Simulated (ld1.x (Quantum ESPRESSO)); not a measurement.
Sc (Z = 21): from the effect back to the setting (TM)

Base potential:

```json
{
  "Element": "scandium (Sc)",
  "Generator": "ld1.x (Quantum ESPRESSO) 7.5",
  "Type": "norm-conserving Troullier–Martins (Kleinman–Bylander form)",
  "Functional": "PBE",
  "Relativity": "fully relativistic",
  "Frozen core": "[Ne]",
  "Valence charge": "11",
  "Reference configuration": "3s2 3p6 3d1 4s0 4p0 (charge +2)",
  "Partial waves": "3s (bound): rc 1.60 bohr; 3p (bound): rc 1.35 bohr; 3d (bound): rc 1.45 bohr",
  "Local potential": "the d channel",
  "Core correction": "none"
}
```

Open shells are filled in proportion to 2j + 1 (rel_dist='average').

Cutoffs, loose and tight: the cutoffs (Ry, on a coarse ladder) from which the occupation-weighted sum of valence levels, in a spherical-Bessel basis at the reference potential, stays within 10 and 1 mRy of its value at 400 Ry. They do not see the model core or the augmentation charge, which bear on the density cutoff. Test errors are all-electron minus pseudo excitation energies from the reference, over the configurations 3s2 3p6 3d1 4s2 4p0; 3s2 3p6 3d1 4s1 4p0; 3s2 3p6 3d0 4s0 4p0; 3s2 3p6 3d1 4s0 4p1; 3s2 3p6 3d1.5 4s1.5 4p0; 3s2 3p6 3d1 4s0 4p2; 3s2 3p6 3d1 4s1.5 4p0; variants that change the core or the reference have their own tests. The largest error is taken over the tests solved by every variant that gives reliable tests at all, those not shown here included: 3s2 3p6 3d0 4s0 4p0; 3s2 3p6 3d1 4s0 4p1; 3s2 3p6 3d1 4s0 4p2.

Only the d radius is moved (1 further runs of the sweep failed or gave no value and are left out):

| d radius (bohr) | bound ghosts | largest test error (meV) | median size of the test errors |
| --- | --- | --- | --- |
| 1.24 | not determined | +28 | 888.1 meV |
| 1.48 | not determined | +30 | 435.7 meV |
| 1.64 | none | -53 | 319.2 meV |
| 2.08 | none | -191 | 191.1 meV |

**Question.** One more run gave bound ghosts: none; largest test error (meV): -150; median size of the test errors: 198.6 meV. Which value of the d radius was used?

**Answer.** 1.98 bohr. The median size of the test errors moves one way along this sweep, from 888.1 meV at 1.24 to 191.1 meV at 2.08 bohr, which places the run between 1.64 and 2.08 bohr.
